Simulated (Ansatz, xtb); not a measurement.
Two isomers of C6H5NO2

Structure a: `COc1ccc(C#N)o1`, a singlet. Structure b: `COc1cc(C#N)co1`, a singlet. Both are isolated molecules in the gas phase, relaxed with r2SCAN-D4/def2-SVP; each stands in its lowest conformer found.

Which of the two would you expect CCSD(T)/def2-SVP + ΔMP2/def2-TZVPP electronic energies to favour?

Structure b; the calculation gives E(b) − E(a) = −8.16 kJ/mol.

Level by level:

| level | geometry | E(b) − E(a) (kJ/mol) | departure from the last row (kJ/mol) | job, with rough time for the two |
| --- | --- | --- | --- | --- |
| GFN2-xTB | GFN2-xTB | +7.72 | +15.88 | optimisation, 0.54 s |
| HF/STO-3G | GFN2-xTB | −0.71 | +7.46 | single point, 2.2 s |
| r2SCAN-D4/def2-SVP//GFN2-xTB | GFN2-xTB | +1.61 | +9.77 | single point, 12 s |
| r2SCAN-D4/def2-SVP | r2SCAN-D4/def2-SVP | +1.75 | +9.92 | optimisation, 91 s |
| HF/def2-SVP | r2SCAN-D4/def2-SVP | −5.91 | +2.25 | part of the CCSD(T) run |
| MP2/def2-SVP | r2SCAN-D4/def2-SVP | −8.94 | −0.78 | part of the CCSD(T) run |
| CCSD(T)/def2-SVP | r2SCAN-D4/def2-SVP | −7.81 | +0.35 | single point |
| CCSD(T)/def2-SVP + ΔMP2/def2-TZVPP | r2SCAN-D4/def2-SVP | −8.16 |  | single point, 7.9 min |

As drawn, both hold the same kinds of bond in the same numbers.

GFN2-xTB puts the two in the other order. HF/STO-3G, r2SCAN-D4/def2-SVP//GFN2-xTB, r2SCAN-D4/def2-SVP find them nearly level. The largest departure from CCSD(T)/def2-SVP + ΔMP2/def2-TZVPP is that of GFN2-xTB, 15.88 kJ/mol. The last row adds to CCSD(T) the change of the MP2 difference between the two basis sets, here −0.35 kJ/mol.

With thermal terms from frequencies at re-optimised GFN2-xTB minima (ideal gas, soft modes damped towards free rotors, one conformer each, 298.15 K, 1 atm): the zero-point term adds +0.11 kJ/mol; ΔH is −8.13 and ΔG −7.94 kJ/mol.

The correlated steps freeze 9 core orbitals. Codes used: Ansatz 0.2.0, xtb 6.7.1; the last row on 2 threads of AMD EPYC (Zen 3) on a shared host.
